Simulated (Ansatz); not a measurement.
Start from `C[NH][AlH][OH]` and change one atom or group to get `C[NH][AlH][F]`.

Ansatz, PBE0-D4/def2-TZVP geometries, multiplicity 1. Each molecule was computed in one conformer, which needn't be the lowest.

| property | `C[NH][AlH][OH]` |
| --- | --- |
| LUMO energy (PBE/def2-TZVPP) / eV | -0.63 |
| size of the dipole moment (PBE/def2-TZVPP) / D | 2.22 |
| HOMO energy (PBE/def2-TZVPP) / eV | -5.47 |
| HOMO energy (B3LYP/def2-TZVPP) / eV | -6.58 |
| HOMO energy (ωB97M-V/def2-TZVPP) / eV | -9.15 |
| size of the dipole moment (ωB97M-V/def2-TZVPP) / D | 2.21 |

(1) What does the change do to each property? (Best estimate.)

Answers

(1) Computed: 
```
                                          property  `C[NH][AlH][F]`  shift
                 LUMO energy (PBE/def2-TZVPP) / eV            -0.96  -0.33
    size of the dipole moment (PBE/def2-TZVPP) / D             2.13  -0.09
                 HOMO energy (PBE/def2-TZVPP) / eV            -5.72  -0.25
               HOMO energy (B3LYP/def2-TZVPP) / eV            -6.83  -0.25
             HOMO energy (ωB97M-V/def2-TZVPP) / eV            -9.38  -0.23
size of the dipole moment (ωB97M-V/def2-TZVPP) / D             2.06  -0.15
```

With PBE0 the HOMO falls by 0.23 eV and the LUMO falls by 0.40 eV, so the gap narrows by about 0.17 eV. PBE moves the HOMO by -0.25 eV and ωB97M-V by -0.23 eV. The zero-point energy changes by -28.8 kJ/mol with -3 modes. Dipoles are sizes alone; their direction can turn.

B3LYP here is the variant with VWN-RPA as its local correlation; programs differ in this.
